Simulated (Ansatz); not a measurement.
Harmonic frequencies (cm⁻¹) at PBE0-D4/def2-TZVP from Ansatz: 35, 37, 49, 53, 106, 128, 166, 188, 214, 280, 426, 497, 507, 530, 533, 692, 701, 705, 848, 1926, 1961, 1962, 2151, 2157.

Each molecule was computed in one conformer, which needn't be the lowest.

**Question.** Which molecule is it?
A. `C#CBCO`
B. `[Cl][GeH]1[NH]C[O]1`
C. `[SnH3][O][Ga]([TeH])[TeH]`
D. `OC1=NCN1`

**Answer.** C.
